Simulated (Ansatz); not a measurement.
Coupled-cluster run, H6InP (`[PH3+][InH3-]`).

```yaml
crystal:
  periodic: [false, false, false]
  atoms:
    - {symbol: P, position_ang: [-0.593320, 0.062630, -1.026568]}
    - {symbol: In, position_ang: [0.821967, -0.099876, 1.362800]}
    - {symbol: H, position_ang: [-1.997457, -0.077211, -1.021777]}
    - {symbol: H, position_ang: [-0.318927, -0.855735, -2.062063]}
    - {symbol: H, position_ang: [-0.526791, 1.240474, -1.800818]}
    - {symbol: H, position_ang: [0.023271, 1.240795, 2.111912]}
    - {symbol: H, position_ang: [2.376062, 0.140674, 0.638898]}
    - {symbol: H, position_ang: [0.307395, -1.708752, 1.741816]}
basis:
  gaussian: {orbitals: def2-SVP}
correlation: {method: ccsd_t}
```

```sh
$ ansatz run in.yaml --threads 2 --pin off --events-out ev --progress --plain
```

Log, shortened:

```
Functional definition: HF
809 factors; integrals over basis functions are off by at most 1.0e-3 eV
mean field evaluation 1: about -14510.2375 eV, gradient 1.3e1 eV
mean field evaluation 2: about -14510.2481 eV, gradient 1.3e1 eV
mean field evaluation 4: about -14511.2579 eV, gradient 8.6e-1 eV
mean field evaluation 8: about -14511.2618 eV, gradient 4.7e-4 eV
mean field -14511.26180853 eV, -533.2790353769 hartree, gradient 2.2e-6 eV, S^2 0.000000; 0 other end points of the search recorded, 0 dependent functions left out
9 core orbitals not correlated: weight in the atoms' cores, before any rotation towards them, 1.000 or more for the frozen orbitals, at most 0.000 for the correlated occupied ones
reference -14511.26180853 eV, -533.2790353769 hartree; 12, 12 occupied and 53, 53 virtual orbitals, 809 factors
second order -6.56188598 eV of doubles, -0.00000000 eV of singles
cycle   1  -7.52053727 eV  change   -9.6e-1 eV  update   7.8e-2
cycle   2  -7.89139708 eV  change   -3.7e-1 eV  update   2.7e-2
cycle   3  -7.91927851 eV  change   -2.8e-2 eV  update   7.0e-3
cycle   4  -7.91695799 eV  change    2.3e-3 eV  update   2.1e-3
cycle   5  -7.91646817 eV  change    4.9e-4 eV  update   5.4e-4
cycle   6  -7.91636344 eV  change    1.0e-4 eV  update   1.7e-4
cycle   7  -7.91633826 eV  change    2.5e-5 eV  update   5.6e-5
cycle   8  -7.91634874 eV  change   -1.0e-5 eV  update   1.7e-5
perturbative correction -0.19707401 eV, -0.0072423363 hartree
Total energy: -14519.37523128 eV, -533.5771981634 hartree
```

It took 2.8 s on 2 threads of a server CPU on a shared host, with 0.22 GiB of host memory at the peak.

Correlation energy per correlated electron: -0.338 eV. T1 diagnostic: 0.0097.
